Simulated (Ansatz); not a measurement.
The cluster HAu₂⁺, relaxed as a quintet with UKS PBE-D4/def2-TZVP in Ansatz, starting from the PBE-D4/def2-TZVP geometry of the charge +1 singlet. Force threshold 0.02 eV/Å.

In the def2 sets Au takes a core potential; there is no spin–orbit coupling. In the quintet geometry the species has come apart into loosely held pieces. At PBE-D4/def2-TZVP a singlet of charge 1 lies 6.19 eV below the quintet, each at its own geometry. The structure comes from a short search, and lower isomers may exist.

Start:

```xyz
3

Au   -0.610    0.595   -1.059
Au    1.149   -0.415    0.595
H    -0.539   -0.180    0.463
```

**Question.** Estimate the energy that the relaxation releases and the steps that it takes.

**Answer.** 0.91 eV, in 11 steps; 18 s on 4 threads of Arm Neoverse V1 on a shared host. The force fell under the threshold at step 10, but the optimiser went on. No frequencies were taken in this run, so the end may be a saddle point.

**Question.** Does the start keep its bonding?

**Answer.** Bonds lost: Au1–H3, Au2–H3 (atoms count from 1). The end holds 2 separate pieces.

**Question.** Predict the relaxed structure.

**Answer.** 
```xyz
3

Au   -0.0783    0.8089   -1.5875
Au    1.7605   -0.2469    0.1423
H    -1.6823   -0.5620    1.4452
```
Bond lengths (bridged metal pairs left out): 1 × Au–Au 2.74 Å.
